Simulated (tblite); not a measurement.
C6H11OSi (doublet state).
Cartesian coordinates in Å at the GFN2-xTB level; atoms count from 1:
```xyz
19
C6H11OSi angstrom
C      1.140    0.142   -1.494
C      0.726   -0.336   -0.361
O      1.560   -0.694    0.675
Si     3.123   -0.409    0.996
C     -0.719   -0.529   -0.004
C     -1.346    0.616    0.824
C     -2.498    0.699   -0.187
C     -1.745   -0.263   -1.117
H      2.043    0.384   -1.999
H      3.226   -1.099    2.273
H      4.002   -0.972   -0.031
H      3.370    1.032    1.090
H     -0.834   -1.500    0.480
H     -1.623    0.360    1.844
H     -0.723    1.508    0.839
H     -3.429    0.284    0.193
H     -2.694    1.688   -0.594
H     -1.287    0.230   -1.973
H     -2.304   -1.131   -1.460
```

Level: GFN2-xTB in tblite, geometry and Hessian alike; calculated harmonic values, unscaled, isolated species. Against measured fundamentals such values can be off by several per cent, at times by over 20. Modes of hydrogen on silicon can be 10 to 20 % off. One conformer, not necessarily the lowest. Open shells enter through the occupations alone, without spin polarisation, and single modes of such species can be off by tens of per cent.

Harmonic wavenumbers (cm⁻¹): 26.2, 50.9, 57.4, 120.8, 125.4, 191.3, 247.9, 324.9, 405.4, 540.8, 596.6, 612.0, 618.6, 661.0, 739.0, 752.2, 764.9, 801.5, 810.5, 818.5, 830.0, 919.3, 986.4, 1031.6, 1040.6, 1078.1, 1083.2, 1110.0, 1124.9, 1184.6, 1188.2, 1218.8, 1242.0, 1248.5, 1259.5, 1301.9, 1465.2, 1469.5, 1490.4, 1696.5, 2234.3, 2262.3, 2335.1, 2968.2, 2994.2, 3003.6, 3014.3, 3018.1, 3021.8, 3024.2, 3216.8.

A = 4523, B = 872.3, C = 793.7 MHz; mass 127.058 u (most abundant isotopes); point group C1, symmetry number 1; spin multiplicity 2.

Task: Zero-point energy?

Result: Half the sum of the wavenumbers: 32164 cm⁻¹ = 91.96 kcal/mol.

Task: What is S at 298.15 K and 1 bar for an ideal gas of classical rigid rotors and harmonic oscillators?

Result: Translation 40.46, rotation 29.02, vibration 32.41, spin (R ln 2) 1.38: S = 103.3 cal/(mol K).

Task: And Cp and H(298.15 K) − H(0)?

Result: Cp = 38.51 cal/(mol K), of which vibrations give 30.56 (their classical limit is 51 R = 101.3); H(298.15 K) − H(0) = 7.03 kcal/mol without the zero-point energy, 4.66 from vibrations.

Task: What must be added to the electronic energy to get the Gibbs energy at 298.15 K and 1 bar?

Result: ZPE + [H(298.15 K) − H(0)] − T·S = 91.96 + 7.03 − 30.79 = 68.20 kcal/mol.

Task: Which modes carry the vibrational entropy at 298.15 K?

Result: 26.2 cm⁻¹: 6.10; 50.9 cm⁻¹: 4.78; 57.4 cm⁻¹: 4.54; 120.8 cm⁻¹: 3.09; 125.4 cm⁻¹: 3.02; 191.3 cm⁻¹: 2.22 cal/(mol K); the other 45 give 8.67 together.

Hindered rotation and anharmonicity are outside this model. Other conformers, if any are populated, would add a mixing term that is left out. The structure is chiral; the term R ln 2 for an equal mix with its mirror image is left out.
